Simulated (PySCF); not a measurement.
Compound: [CrO3S]2- (charge -2 and singlet state).
SMILES: `[O]=[Cr-2](=[O])(=[O])=[S]`

The closed-shell ground state was solved at several levels (PySCF, density fitting, gas phase, non-relativistic). Geometry: PBE0-D3(BJ)/def2-SVP; no solvent, vibrations or thermal averaging. Whether so highly charged an anion holds all its electrons in the gas phase wasn't checked; a finite basis holds them in any case. No counter-ion or solvent screens the charge of this multiply charged ion. The geometry's basis has no diffuse functions, a weakness for an anion. The HOMO energy is positive, so at this level the finite basis confines the outermost electrons. No diffuse functions stand in pcSseg-1 (pcSseg-2 on Cr), which bears on an anion's orbital energies.

```csv
level,basis functions,HOMO (eV),LUMO (eV),gap (eV)
B3LYP/pcSseg-1 (pcSseg-2 on Cr),148,4.32,8.28,3.96
PBE0/pcSseg-1 (pcSseg-2 on Cr),148,4.02,8.43,4.41
```

(1) Estimate the row for PBE/pcSseg-1 (pcSseg-2 on Cr), a basis of 148 functions; the other rows only guide the guess.

(2) Over all these levels, which gives the widest orbital gap and which the narrowest?

(3) In the pcSseg-1 (pcSseg-2 on Cr) basis, how does the gap go with the fixed share of exact exchange?

Answers

(1) HOMO 5.27 eV, LUMO 7.77 eV, gap 2.50 eV.

(2) PBE0/pcSseg-1 (pcSseg-2 on Cr) (global hybrid, 25 % exact exchange) has the widest, 4.41 eV, and PBE/pcSseg-1 (pcSseg-2 on Cr) (GGA) the narrowest, 2.50 eV. From the narrowest to the widest the HOMO moves by -1.25 eV and the LUMO by +0.66 eV.

(3) PBE (0 %) 2.50 eV; B3LYP (20 %) 3.96 eV; PBE0 (25 %) 4.41 eV. Each rise in the share widens the gap here.
The closed-shell solution of the metal species wasn't tested for stability.
